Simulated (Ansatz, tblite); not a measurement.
Cost and result up the ladder for SiMe2(SiMe3)2 (C8H24Si3) (35 atoms). Charge 0, multiplicity 1. Geometry: PBE-D4/def2-SVP.

```xyz
35

Si    0.931   -0.344   -0.151
C     1.390   -1.784   -1.322
H     0.490   -2.191   -1.825
H     1.872   -2.614   -0.764
H     2.098   -1.446   -2.108
C     2.524    0.319    0.671
H     3.031   -0.478    1.253
H     2.297    1.155    1.364
H     3.240    0.693   -0.090
Si   -0.556   -1.146    1.495
C    -1.395    0.303    2.400
C    -1.892   -2.221    0.670
C     0.388   -2.202    2.766
H    -2.055   -0.068    3.212
H    -2.018    0.903    1.705
H    -0.646    0.983    2.856
H    -2.458   -1.648   -0.092
H    -1.438   -3.099    0.164
H    -2.616   -2.599    1.422
H     0.889   -3.064    2.278
H     1.168   -1.605    3.282
H    -0.301   -2.603    3.539
Si   -0.086    1.389   -1.386
C    -1.851    0.893   -1.895
C    -0.163    2.965   -0.323
C     0.929    1.753   -2.954
H    -2.319    1.683   -2.520
H    -2.496    0.738   -1.006
H    -1.851   -0.049   -2.482
H    -0.740    2.797    0.608
H     0.855    3.300   -0.035
H    -0.647    3.795   -0.881
H     1.965    2.058   -2.699
H     0.991    0.859   -3.609
H     0.469    2.575   -3.543
```

Ansatz on 4 threads of AMD EPYC 9B45 on a shared host; xTB runs through tblite on one thread. Times are rough, summed over both states, and most runs start from the orbitals of an earlier one. PBE0-D4/def2-SVP serves as the yardstick here, not as an exact answer. The other state is a doublet.

The xTB rows come from tblite.

Raw xTB energies of ions are shifted by several eV.

```tsv
level	functions	wall time	vertical IE (eV)	difference from PBE0-D4/def2-SVP (eV)
GFN2-xTB	83	0.045 s	10.97	2.94
GFN1-xTB	107	0.072 s	12.01	3.98
PBE-D4/def2-SVP	286	7 s	7.72	-0.31
PBE0-D4/def2-SVP	286	13 s	8.03	0.00
```
